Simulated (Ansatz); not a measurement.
```xyz
14

C    -1.041    2.260    0.514
Al   -1.040    0.410   -0.052
F    -2.454   -0.327   -0.518
O     0.175    0.067   -1.385
C     1.054   -0.844   -1.363
C     1.338   -1.671   -0.284
C     0.665   -1.544    0.925
O    -0.260   -0.715    1.172
H    -1.679    2.409    1.391
H    -0.039    2.611    0.777
H    -1.422    2.919   -0.272
H     1.638   -0.963   -2.282
H     2.116   -2.415   -0.378
H     0.950   -2.198    1.755
```

The species carries charge 0 and has multiplicity 1.

(1) List the PBE/def2-TZVPP orbital energies in eV (the Gaussian-basis code of Ansatz). (An estimate is asked.)

## Answers

(1) Computed: Occupied: -1506.17, -658.04, -511.41, -511.41, -271.99, -271.99, -269.60, -267.81, -106.42, -68.45, -68.39, -68.29, -27.52, -27.28, -26.90, -20.03, -16.92, -16.35, -15.10, -13.52, -13.08, -11.70, -11.37, -11.23, -10.37, -9.74, -9.20, -9.14, -8.71, -8.45, -8.44, -7.29, -7.05, -6.67. Lowest empty: -3.44, -0.03, 0.23, 0.54, 1.20, 1.36, 1.52, 1.72.
